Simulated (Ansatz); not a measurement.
CHO2 (SMILES O=C=[OH+]), charge +1, singlet, at a GFN2-xTB geometry. Base run: PBE0/cc-pVDZ (Ansatz, a program for electronic structure).

Here is a job for Ansatz.
Ansatz 0.2 input:
```yaml
crystal:
  periodic: [false, false, false]
  atoms:
    - {symbol: C, position_ang: [-0.00695796, 0.00985104, -0.11037218]}
    - {symbol: O, position_ang: [-0.02341240, -0.02147629, 1.07634088]}
    - {symbol: O, position_ang: [0.09771270, -0.03387449, -1.21876599]}
    - {symbol: H, position_ang: [-0.55265466, 0.38369998, 1.80163397]}
basis:
  gaussian:
    orbitals: cc-pVDZ
hamiltonian:
  xc: pbe0
total_charge: 1
```

The bond that is stretched is that between atoms 3 and 1. A test that says stable can miss a lower solution.

Each row names what was changed in the base input (with any setting that the change needs).

| change | ΔE vs base (kcal/mol) | <S^2> | stability test says |
|---|---|---|---|
| base | 0.000 | 0.000 | minimum (restricted orbitals) |
| spin_polarized = on; lower_state_search = off | -0.008 | 0.000 | undecided (no full test) |
| spin_polarized = on; lower_state_search = standard | -0.008 | 0.000 | minimum |
| bond × 1.25 | 57.79 | 0.000 | minimum (restricted orbitals) |
| spin_polarized = on; lower_state_search = off; bond × 1.25 | 57.79 | 0.000 | undecided (no full test) |
| spin_polarized = on; lower_state_search = standard; bond × 1.25 | 57.79 | 0.000 | minimum |
| bond × 1.5 | 140.1 | 0.000 | minimum (restricted orbitals) |
| spin_polarized = on; lower_state_search = off; bond × 1.5 | 140.1 | 0.000 | undecided (no full test) |
| spin_polarized = on; lower_state_search = standard; bond × 1.5 | 140.1 | 0.000 | minimum |
| bond × 1.8 | 198.5 | 0.000 | minimum (restricted orbitals) |
| spin_polarized = on; lower_state_search = off; bond × 1.8 | 198.5 | 0.000 | undecided (no full test) |
| spin_polarized = on; lower_state_search = standard; bond × 1.8 | 176.8 | 0.924 | minimum |
| bond × 2.2 | 223.7 | 0.000 | minimum (restricted orbitals) |
| spin_polarized = on; lower_state_search = off; bond × 2.2 | 223.7 | 0.000 | undecided (no full test) |
| spin_polarized = on; lower_state_search = standard; bond × 2.2 | 176.8 | 1.002 | minimum |
| bond × 3.0 | 227.1 | 0.000 | minimum (restricted orbitals) |
| spin_polarized = on; lower_state_search = off; bond × 3.0 | 227.2 | 0.000 | undecided (no full test) |
| spin_polarized = on; lower_state_search = standard; bond × 3.0 | 175.1 | 1.002 | minimum |

Where a bond breaks into two radicals, a solution with restricted orbitals usually stops being the lowest and lies too high; an unrestricted one lies lower at the price of spin contamination, which <S^2> shows.
